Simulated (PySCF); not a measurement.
# `[C@@H]1(F)[C@H](C=C)[C@H](C)[Se]1`, C6H9FSe

Molfile (atoms numbered from 1):
```
C6H9FSe
     RDKit          3D

 17 17  0  0  0  0  0  0  0  0999 V2000
    2.3623    0.3328    0.4015 C   0  0  0  0  0  0  0  0  0  0  0  0
    1.1357   -0.1495    0.3262 C   0  0  0  0  0  0  0  0  0  0  0  0
    0.3477   -0.2088   -0.9406 C   0  0  2  0  0  0  0  0  0  0  0  0
   -0.9221    0.6710   -1.0024 C   0  0  2  0  0  0  0  0  0  0  0  0
   -1.6082    0.9373    0.3174 C   0  0  0  0  0  0  0  0  0  0  0  0
   -1.8967   -0.7159   -2.0905 Se  0  0  0  0  0  2  0  0  0  0  0  0
   -0.3070   -1.5617   -1.2459 C   0  0  2  0  0  0  0  0  0  0  0  0
   -0.6638   -2.2550   -0.1314 F   0  0  0  0  0  0  0  0  0  0  0  0
    2.9027    0.3644    1.3320 H   0  0  0  0  0  0  0  0  0  0  0  0
    2.8765    0.7191   -0.4637 H   0  0  0  0  0  0  0  0  0  0  0  0
    0.6433   -0.5389    1.2057 H   0  0  0  0  0  0  0  0  0  0  0  0
    0.9927    0.0458   -1.7874 H   0  0  0  0  0  0  0  0  0  0  0  0
   -0.7824    1.5950   -1.5666 H   0  0  0  0  0  0  0  0  0  0  0  0
   -0.9780    1.5718    0.9395 H   0  0  0  0  0  0  0  0  0  0  0  0
   -1.8041    0.0080    0.8482 H   0  0  0  0  0  0  0  0  0  0  0  0
   -2.5565    1.4443    0.1483 H   0  0  0  0  0  0  0  0  0  0  0  0
    0.2511   -2.2478   -1.8883 H   0  0  0  0  0  0  0  0  0  0  0  0
  1  2  2  0
  2  3  1  0
  3  4  1  0
  4  5  1  0
  4  6  1  0
  6  7  1  0
  7  8  1  0
  7  3  1  0
  1  9  1  0
  1 10  1  0
  2 11  1  0
  3 12  1  6
  4 13  1  6
  5 14  1  0
  5 15  1  0
  5 16  1  0
  7 17  1  6
M  END
```

The calculation used TDDFT B3LYP/def2-SVPD circular dichroism and optical rotation, one conformer, gas phase (PySCF 2.14.0). Geometry: GFN2-xTB.

The molecule is flexible and this is one conformer; a measurement averages over conformers. The calculation is non-relativistic, which matters for the atoms heavier than Zn. States above about 6.3 eV (minus the energy of the highest occupied orbital) lie near or above the ionisation threshold and depend on the basis.

Stereocentres: C3 R, C4 S, C7 S.

Q: What is the specific rotation at 633, 589.3, 546, 436, 405, 365, 355 nm?

A: [α] in deg dm⁻¹ (g/mL)⁻¹:
```
λ (nm)  origin-invariant length gauge  modified velocity gauge  length gauge (centre of mass)  isotropic polarisability (au)
   633                          +18.8                    +17.1                          +18.4                          104.4
 589.3                          +26.7                    +24.7                          +26.2                          105.0
   546                          +39.8                    +37.5                          +39.1                          105.7
   436                         +158.0                   +155.5                         +156.6                          108.7
   405                         +279.4                   +277.9                         +277.4                          110.1
   365                         +787.7                   +794.0                         +784.5                          112.7
   355                        +1140.2                  +1153.1                        +1136.5                          113.6
```

The shortest wavelength is close to the first absorption, where this undamped response comes out too large.

Q: And for the mirror image at 589.3 nm?

A: -26.7 deg dm⁻¹ (g/mL)⁻¹ (origin-invariant length gauge): the same size and the opposite sign.

Q: What is the molar rotation [Φ] = [α]·M/100 of the geometry above at 589.3 nm?

A: With M = 179.11 g/mol, +47.9 deg cm² dmol⁻¹ (origin-invariant length gauge).

The first excitation lies at 3.86 eV (321 nm) with R = +7.4 × 10⁻⁴⁰ esu² cm² (velocity form).
